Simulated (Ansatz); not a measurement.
```xyz
8

N    -0.017    0.665    0.746
B     0.012   -0.109   -0.426
O     0.058    0.413   -1.688
Se   -0.010   -2.083   -0.390
H    -0.006    1.671    0.743
H    -0.050    0.266    1.665
H     0.070    1.371   -1.722
H    -0.058   -2.193    1.072
```

Charge 0, multiplicity 1.

Problem. List the PBE/def2-TZVPP orbital energies in eV (the Gaussian-basis code of Ansatz). (Estimate.)

Solution. The calculation gave: Occupied: -12301.76, -1561.75, -1402.54, -1402.49, -1402.45, -510.57, -380.50, -204.75, -178.02, -150.10, -149.96, -149.82, -53.20, -53.17, -53.05, -52.95, -52.94, -25.63, -21.70, -17.25, -13.87, -12.76, -12.49, -9.47, -9.03, -8.76, -7.45, -6.78, -5.49. Lowest empty: -0.66, -0.09, 0.57, 0.80, 1.45, 1.83, 2.52, 3.19.
